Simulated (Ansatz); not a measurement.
Ideal-gas functions of C2H4AlFO, SMILES `[OH][Al]1[CH2][CH]1F` at 800 K and 1 bar, from an Ansatz frequency run at PBE0-D4/def2-TZVP.

Molar mass 90.03 g/mol, point group C1 (symmetry number 1), electronic degeneracy 1, moments of inertia 47.084, 234.704, 266.788 u Å². Harmonic wavenumbers (cm⁻¹, unscaled): 122, 166, 270, 313, 380, 504, 551, 561, 600, 869, 920, 935, 1006, 1111, 1160, 1348, 1423, 3027, 3056, 3147, 3960.

Use S(trans) = R[1.5 ln M + 2.5 ln T − 1.1517]; rotational temperatures θ = 24.2544 K / I; S(rot) = R[ln(√π/σ · √(T³/θAθBθC)) + 1.5]; for each mode x = 1.438777 ν̃/T, S = R[x/(eˣ − 1) − ln(1 − e⁻ˣ)] and H = RT x/(eˣ − 1); 1 cm⁻¹ = 0.0119627 kJ/mol; R = 8.31446 J/(mol·K).

Problem. By hand: the entropy, in J/(mol·K).

Solution. Translation 185.5. Rotation: θ = 0.5151, 0.1033, 0.0909 K, giving 122.8. Vibration, mode by mode: 20.94, 18.40, 14.40, 13.20, 11.64, 9.41, 8.72, 8.58, 8.07, 5.40, 5.02, 4.91, 4.43, 3.82, 3.56, 2.73, 2.45, 0.23, 0.22, 0.19, 0.05, in all 146.4. Electronic 0.0. Sum 454.7 J/(mol·K).

Problem. By hand: H − E and G − E in kJ/mol, counted from the electronic energy.

Solution. Zero-point energy ½ × 25429 × 0.0119627 = 152.1; thermal vibration 59.7; translation, rotation and pV give 4 RT = 26.6. H − E = 238.4 kJ/mol, and G − E = 238.4 − 800 × 454.7/1000 = -125.4 kJ/mol.

Vibration gives 32 % of the entropy, 20.9 J/(mol·K) of it from the mode under 150 cm⁻¹: soft modes count most, and the harmonic formula is weakest for them. The sum counts one conformer and one mirror image; others add a mixing term.
